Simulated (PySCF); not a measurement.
Al(F)(GeH3)(OH) (AlFGeH4O), SMILES [GeH3][Al]([F])[OH].

Geometry optimised at PBE0-D3(BJ)/def2-SVP. The structure was generated by enumeration; whether it is a known compound was not checked. One conformer was computed; it need not be the lowest.

Two levels are set side by side: TDDFT-PBE/def2-SVPD (PySCF) and TDDFT-CAM-B3LYP/def2-SVPD (PySCF). Vertical, same geometry. The lowest singlet is HOMO→LUMO 89 % with PBE and HOMO→LUMO+1 95 % with the other functional; states are paired by order. Differences are taken from unrounded values.

```json
[
 {"quantity": "lowest singlet excitation (eV)", "TDDFT-PBE": "5.97"},
 {"quantity": "lowest triplet excitation (TDA) (eV)", "TDDFT-PBE": "4.92"},
 {"quantity": "first bright state (f over 0.05) (eV)", "TDDFT-PBE": "6.08"},
 {"quantity": "its oscillator strength", "TDDFT-PBE": "0.20"}
]
```

### Question
These are the TDDFT-PBE values. What does TDDFT-CAM-B3LYP give? (An estimate is asked for; the answer gives what the named calculation found.)

### Answer

| quantity | TDDFT-CAM-B3LYP | TDDFT-PBE minus TDDFT-CAM-B3LYP |
|---|---|---|
| lowest singlet excitation (eV) | 6.42 | -0.46 |
| lowest triplet excitation (TDA) (eV) | 5.27 | -0.35 |
| first bright state (f over 0.05) (eV) | 6.42 | -0.34 |
| its oscillator strength | 0.07 | 0.13 |

Functionals without exact exchange tend to place singlet excitations lower, as here. Differences between two approximate levels are no errors against the true value.

Rough cost on one machine, each run with all the roots and properties that it gave: TDDFT-CAM-B3LYP against TDDFT-PBE about 5 times.
